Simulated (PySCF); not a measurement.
**Worked example: chemical shift, span and skew from a shielding tensor**

ClGeH5SSi, SMILES Cl[SiH2][S][GeH3]. Atoms are numbered in the order given.

```xyz
9

Si     1.6844     0.4590    -0.2035
Cl     1.5242     0.1936     1.8591
S      0.2589    -0.7324    -1.2577
Ge    -1.6269    -0.0105    -0.2320
H      3.0278     0.0123    -0.6459
H      1.4848     1.9098    -0.4504
H     -2.7538    -0.2511    -1.2499
H     -1.4739     1.4885     0.0852
H     -1.8616    -0.8217     1.0519
```
Charge 0, spin multiplicity 1.

Geometry: B3LYP-D3(BJ)/def2-SVP. The structure was generated by enumeration, and PubChem lists no compound with its InChIKey, so it may never have been made. Other conformers were not sampled.

GIAO shieldings from PySCF with PBE/pcSseg-1, non-relativistic, no solvent. The symmetric part of the tensor of Si1 has the principal values 255.2, 349.8, 372.1 ppm. The same nucleus in TMS has σ = 335.4 ppm at this level (PySCF, at its B3LYP-D3(BJ)/def2-TZVP geometry). Without spin–orbit terms, shifts of atoms bonded to Cl or Br come out too high.

### Question
Work out the isotropic shielding, the ²⁹Si shift against TMS, the span and the skew.

### Answer

σ(iso) = (σ11 + σ22 + σ33)/3 = 325.7 ppm. δ = σ(ref) − σ(iso) = 335.4 − (325.7) = 9.7 ppm.
Span Ω = σ33 − σ11 = 116.9 ppm. Skew κ = 3(σ(iso) − σ22)/Ω = -0.62. Tumbling in solution averages the tensor to δ; in a static solid the shielding alone would spread this spin-1/2 line over Ω.
